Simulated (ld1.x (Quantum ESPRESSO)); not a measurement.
# Varying the ultrasoft potential for terbium

Base potential:

```json
{"Element": "Tb (Z = 65)", "Generator": "ld1.x (Quantum ESPRESSO) 7.5", "Type": "ultrasoft", "Functional": "PW91", "Relativity": "scalar-relativistic", "Frozen core": "[Kr] 4d10", "Valence charge": "19", "Reference configuration": "4f9 5s2 5p6 5d0 6s1 6p1", "Partial waves": "5s (bound): rcut 1.95, rcutus 2.70 bohr; 6s (bound): rcut 1.95, rcutus 2.70 bohr; 5p (bound): rcut 2.20, rcutus 2.60 bohr; 6p (bound): rcut 2.20, rcutus 2.60 bohr; 5d (bound, empty): rcut 2.30, rcutus 3.10 bohr; 5d channel at 0.2 Ry: rcut 2.30, rcutus 3.10 bohr; 4f (bound): rcut 1.10, rcutus 1.30 bohr; 4f channel at 1.65 Ry: rcut 1.10, rcutus 1.30 bohr", "Local potential": "all-electron potential smoothed inside 2.60 bohr (lloc = -1)", "Core correction": "none", "Augmentation charge": "PSQ, inside the norm-conserving radii"}
```

Cutoffs, loose and tight: the cutoffs (Ry, on a coarse ladder) from which the occupation-weighted sum of valence levels, in a spherical-Bessel basis at the reference potential, stays within 10 and 1 mRy of its value at 400 Ry. They do not see the model core or the augmentation charge, which bear on the density cutoff. Test errors are all-electron minus pseudo excitation energies from the reference, over the configurations 4f9 5s2 5p6 5d0 6s2 6p0; 4f9 5s2 5p6 5d0 6s1 6p0; 4f9 5s2 5p6 5d0 6s0 6p0; 4f9 5s1 5p6 5d0 6s2 6p0; 4f8 5s2 5p6 5d0 6s2 6p0; 4f7 5s2 5p6 5d0 6s0 6p0; 4f8 5s2 5p6 5d0 6s0 6p0. A dash means not determined; rows that change the core or the reference have their own tests. The largest error is taken over the tests solved by every variant that gives reliable tests at all: 4f9 5s2 5p6 5d0 6s0 6p0; 4f9 5s2 5p6 5d0 6s1 6p0; 4f9 5s2 5p6 5d0 6s2 6p0.

Cutoffs are not given where the Bessel-basis levels miss the radial ones by over 6 mRy, ghosts where they miss by over 20 mRy; a channel whose overlap is not positive is not tested.

A file whose overlap is not positive is unfit for use, and its test errors describe a broken file.

| change | outcome | cutoff, loose | cutoff, tight | bound ghosts | largest test error (meV) |
| --- | --- | --- | --- | --- | --- |
| base | generated, overlap not positive | – | – | not determined (overlap not positive) | -10 |
| waves 5s (bound): rcut 1.60, rcutus 1.70 bohr; 6s (bound): rcut 1.60, rcutus 1.70 bohr | generated | 110 Ry | 180 Ry | none | -15 |
| waves 5s (bound): rcut 1.84, rcutus 1.94 bohr; 6s (bound): rcut 1.84, rcutus 1.94 bohr | generated, overlap not positive | – | – | not determined (overlap not positive) | -9.8 |
| waves 5s (bound): rcut 1.95, rcutus 2.28 bohr; 6s (bound): rcut 1.95, rcutus 2.28 bohr | generated, overlap not positive | – | – | not determined (overlap not positive) | test run stopped at test 1 of 7 (negative rho) |
| waves 5s (bound): rcut 1.95, rcutus 2.48 bohr; 6s (bound): rcut 1.95, rcutus 2.48 bohr | generated, overlap not positive | – | – | not determined (overlap not positive) | -8.8 |
| waves 5s (bound): rcut 1.95, rcutus 2.78 bohr; 6s (bound): rcut 1.95, rcutus 2.78 bohr | generated, overlap not positive | – | – | not determined (overlap not positive) | test run stopped at test 1 of 7 (negative rho) |
| waves 5s (bound): rcut 1.95, rcutus 3.06 bohr; 6s (bound): rcut 1.95, rcutus 3.06 bohr | generated, overlap not positive | – | – | not determined (overlap not positive) | test run stopped at test 2 of 7 (negative rho), 1 before it not solved |
| waves 5s (bound): rcut 1.95, rcutus 3.28 bohr; 6s (bound): rcut 1.95, rcutus 3.28 bohr | generated, overlap not positive | – | – | not determined (overlap not positive) | test run stopped at test 1 of 7 (negative rho) |
| waves 5s (bound): rcut 1.95, rcutus 3.58 bohr; 6s (bound): rcut 1.95, rcutus 3.58 bohr | generated, overlap not positive | – | – | not determined (overlap not positive) | test run stopped at test 1 of 7 (negative rho) |
| waves 5s (bound): rcut 1.95, rcutus 3.74 bohr; 6s (bound): rcut 1.95, rcutus 3.74 bohr | generated, overlap not positive | – | – | not determined (overlap not positive) | test run stopped at test 1 of 7 (negative rho) |
| waves 5s (bound): rcut 1.95, rcutus 4.04 bohr; 6s (bound): rcut 1.95, rcutus 4.04 bohr | generated, overlap not positive | – | – | not determined (overlap not positive) | test run stopped at test 1 of 7 (negative rho) |
